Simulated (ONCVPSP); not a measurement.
Before and after: ONCV potential for Te

Te (Z = 52), optimised norm-conserving Vanderbilt (ONCV), made with ONCVPSP 4.0.1 (LDA (Perdew-Zunger), fully relativistic). Core [Ar] 3d10 4s2, reference 4p6 4d10 5s2 5p2.5 (charge +1.5). Waves: 5s: rc 1.80 bohr, ncon 4, nbas 8, qcut 3.3 1/bohr, 2 projectors, debl 3.8 Ha; 4p+5p: rc 1.50 bohr, ncon 4, nbas 8, qcut 11 1/bohr, 2 projectors; 4d: rc 1.25 bohr, ncon 4, nbas 8, qcut 14.7 1/bohr, 2 projectors, debl 0.7 Ha. Local part: polynomial inside 0.90 bohr (lpopt 5, dvloc0 3 Ha). Core correction: Teter function, fcfact 5.25, rcfact 1.05.

Open shells are filled in proportion to 2j + 1.

In the d channel the program set the typed energies aside and used -2.026, 0.250 Ha (j = l + 1/2; the other j can differ).

Change: d: nproj 0; local potential the d channel.

Cutoffs: the cutoffs (Ha) at which the residual kinetic energy of the hardest occupied pseudo-wave falls to 1 and 0.1 mHa per electron; they do not see the model core or the augmentation charge, which bear on the density cutoff. Errors are all-electron minus pseudo energies relative to the spin-unpolarised reference configuration.

Q: How do hardness, ghosts and transferability respond?

A: The potential gets neither clearly harder nor softer (59 Ha and 71 Ha → 59 Ha and 71 Ha); both files keep a bound ghost (s); the miss of the reference levels goes from 0.00 to 0.90 eV; the errors of the 4 common tests hardly move; the range in which the d5/2 phases agree narrows (upper end at the end of the scan → 3.4). In the changed file the local d channel has no projectors, so it cannot carry the spin–orbit splitting, and the file is wrong for that shell.

| quantity | base | changed |
| --- | --- | --- |
| cutoff, loose | 59 Ha | 59 Ha |
| cutoff, tight | 71 Ha | 71 Ha |
| bound ghosts | s | s |
| GHOST(+) flags under 300 eV | s at 163.8 eV | none |
| largest miss of a reference level, eV | 0.00 | 0.90 |
| error for 4p6 4d10 5s2 5p4, meV [ΔE -17.95 eV] | -1.2 | -1.1 |
| error for 4p6 4d10 5s2 5p3, meV [ΔE -8.01 eV] | -0.3 | -0.2 |
| error for 4p6 4d10 5s2 5p2, meV [ΔE 10.19 eV] | 0.0 | 0.0 |
| error for 4p6 4d10 5s2 5p0, meV [ΔE 74.39 eV] | -6.3 | -6.3 |
| s: phases at 1.83 bohr within 0.05 rad from the reference energy up to (Ha; the scan ends near 5) | 4.4 | n/a |
| p3/2: phases at 1.52 bohr within 0.05 rad from the reference energy up to (Ha; the scan ends near 5) | to the end of the scan | to the end of the scan |
| p1/2: phases at 1.52 bohr within 0.05 rad from the reference energy up to (Ha; the scan ends near 5) | to the end of the scan | to the end of the scan |
| d5/2: phases at 1.27 bohr within 0.05 rad from the reference energy up to (Ha; the scan ends near 5) | to the end of the scan | 3.4 |
| d3/2: phases at 1.27 bohr within 0.05 rad from the reference energy up to (Ha; the scan ends near 5) | to the end of the scan | 4.4 |
| rms error of d²Exc/dni dnj with the model core, mHa | 6.13 | 6.13 |

 A true bound ghost makes a file unfit for plane-wave use even where its test errors are small: the radial tests pick states by their node count and pass the ghost by.
